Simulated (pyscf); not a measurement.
**Concerted two-bond exchange: H₂B–AsH₂ (SMILES B[AsH2]) -> H₂B–AsH₂ (SMILES B[AsH2])**

Gas phase, singlet surface, charge 0. Bonds broken: As1–H6, B2–H5. Bonds formed: As1–H5, B2–H6. Structures and frequencies: ωB97X-D3(BJ)/def2-SVP in PySCF. Correlated levels are frozen-core, on RHF or UHF. ΔMP2 is the change of the MP2 total energy from the triple- to the quadruple-zeta basis.

Transition state (Å):

```xyz
6

As    -0.5252     1.3142    -0.4422
B      0.9067     0.0685     0.0020
H      2.0305     0.5033    -0.1133
H     -1.6848     0.3638    -0.1582
H      0.5726    -0.9092    -0.6900
H      0.5281    -0.3135     1.1232
```

One imaginary mode, 795i cm⁻¹; descent along it reached the two sides named.

```csv
bond,change,reactant side (Å),saddle,product side
As1–H6,breaks,1.511,2.492,2.8
B2–H5,breaks,1.206,1.243,2.7
As1–H5,forms,2.8,2.492,1.512
B2–H6,forms,2.7,1.243,1.206
```

Electronic energies relative to the reactant's lowest minimum found (kcal/mol):

```json
[
 {"level": "ωB97X-D3(BJ)/def2-TZVP", "barrier": "34.0", "reaction energy": "0.0", "reverse barrier": "34.0"},
 {"level": "PBE/def2-TZVP", "barrier": "26.5", "reaction energy": "0.0", "reverse barrier": "26.5"},
 {"level": "r²SCAN/def2-TZVP", "barrier": "31.8", "reaction energy": "0.0", "reverse barrier": "31.8"},
 {"level": "B3LYP-D3(BJ)/def2-TZVP", "barrier": "31.1", "reaction energy": "0.0", "reverse barrier": "31.1"},
 {"level": "PBE0-D3(BJ)/def2-TZVP", "barrier": "31.1", "reaction energy": "0.0", "reverse barrier": "31.1"},
 {"level": "M06-2X/def2-TZVP", "barrier": "31.3", "reaction energy": "0.0", "reverse barrier": "31.3"},
 {"level": "ωB97M-D3(BJ)/def2-TZVP", "barrier": "31.6", "reaction energy": "0.0", "reverse barrier": "31.6"},
 {"level": "HF/def2-TZVP", "barrier": "43.8", "reaction energy": "0.0", "reverse barrier": "43.8"},
 {"level": "MP2/def2-QZVPP", "barrier": "37.2", "reaction energy": "0.0", "reverse barrier": "37.2"},
 {"level": "CCSD/def2-TZVPP", "barrier": "36.3", "reaction energy": "0.0", "reverse barrier": "36.3"},
 {"level": "CCSD(T)/def2-TZVPP", "barrier": "34.8", "reaction energy": "0.0", "reverse barrier": "34.8"},
 {"level": "CCSD(T)/def2-TZVPP + ΔMP2(QZVPP)", "barrier": "34.9", "reaction energy": "0.0", "reverse barrier": "34.9"}
]
```

With CCSD(T)/def2-TZVPP + ΔMP2(QZVPP) energies and thermal terms (ideal gas, 1 atm, RRHO with modes under 100 cm⁻¹ raised to 100, one conformer, R ln 2 for rigid chiral ones), in kcal/mol:

```
T (K)   ΔH‡   ΔG‡   ΔH   ΔG
-----  ----  ----  ---  ---
298    33.5  33.9  0.0  0.0
600    33.0  34.5  0.0  0.0
900    32.5  35.3  0.0  0.0
1200   32.0  36.3  0.0  0.0
```

One saddle was located; it need not be the lowest between these sides. The CCSD(T) − MP2 part came from Ansatz, without density fitting, on the same reference. The frozen core leaves the outer d or s,p core shells of the metals and heavy elements correlated in the MP2 and CC values, and def2-TZVPP describes them poorly, which can shift differences by a few kcal/mol. Elements up to Kr have no core potential and no relativistic terms here.
